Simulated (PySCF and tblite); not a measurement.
Values are calculated unless marked as measured or tabulated.
C7H9N, numbered as in [CH3:1][CH2:2][c:3]1[cH:4][cH:5][cH:6][cH:7][n:8]1.

Search: ETKDG and KDG, MMFF94s, GFN2-xTB, 60 starts; geometries at GFN2-xTB. Free energies are PBE0-D3(BJ)/pcSseg-1 (IEF-PCM, chloroform) single points with GFN2-xTB rigid-rotor and vibrational terms (modes under about 100 cm⁻¹ blended into free rotors). Symmetry numbers and mirror images are counted. Conformers within 3 kcal/mol (GFN2-xTB free energy) were kept, 10 at most. (PySCF 2.14, tblite 0.8.)

An NOE distance is ⟨r⁻⁶⟩^(−1/6) over all pairs of like atoms and, for the average, over conformers.

Torsions listed: C1–C2–C3–N8. Of a mirror pair one member is shown.

```json
{"conformer": "1", "shape": "-98°", "weight %": "65.6"}
{"conformer": "2", "shape": "0°", "weight %": "34.4"}
```

Problem. Which H–H contacts under 3.5 Å would NOEs report (pairs on one atom left out) at 298.15 K?

Solution. 
```csv
pair,in 1 (Å),in 2 (Å),average (Å)
H4 ··· H5,2.49,2.49,2.49
H5 ··· H6,2.50,2.50,2.50
H6 ··· H7,2.50,2.50,2.50
H1 ··· H2,2.61,2.61,2.61
H2 ··· H4,2.83,2.72,2.79
H1 ··· H4,3.24,4.68,3.44
```

Longer pairs under the limit may be missing.

Problem. In a model where alignment follows shape alone (order matrix 0.001 × (3G/tr G − 1)/2, G the second moments of the atom positions; splitting J + 2D), what are the one-bond C–H dipolar couplings D?

Solution. H1 -0.2 Hz (-1.0 in conformer 1), H2 5.6 Hz (4.7 in conformer 1), H4 0.5 Hz (-0.3 in conformer 1), H5 -2.1 Hz (0.1 in conformer 1), H6 -12.4 Hz (-12.6 in conformer 1), H7 1.5 Hz (1.0 in conformer 1).
